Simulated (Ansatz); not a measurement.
C5H4, SMILES `C#CCC#C` (charge 0, multiplicity 1).

Cartesian coordinates (Å):
```xyz
9

C      2.1648     0.6895    -0.6229
C      1.2070     0.0343    -0.3242
C      0.0513    -0.7753     0.0419
C     -1.2067    -0.0392     0.0115
C     -2.2471     0.5550    -0.0100
H      3.0134     1.2737    -0.8892
H      0.2035    -1.1889     1.0454
H     -0.0168    -1.6346    -0.6351
H     -3.1694     1.0853    -0.0298
```
Charge 0, spin multiplicity 1.

Frozen-core energies in 6-31g from Ansatz (an electronic-structure program) at a geometry from PBE0-D3(BJ)/def2-TZVP; the HF reference has <S^2> = 0.00 and the T1 diagnostic is 0.011.

```tsv
level	energy (Ha)
HF	-191.46026
MP2	-191.90240
CCSD	-191.93422
CCSD(T)	-191.94977
```

Question: Estimate the energies of CCSDT and CCSDT(Q), and give each level's difference from CCSDT(Q).

Answer: 
```tsv
level	energy (Ha)	difference from CCSDT(Q) (mHa)
MP2	-191.90240	49.84
CCSD	-191.93422	18.03
CCSD(T)	-191.94977	2.47
CCSDT	-191.95010	2.14
CCSDT(Q)	-191.95225	0.00
```
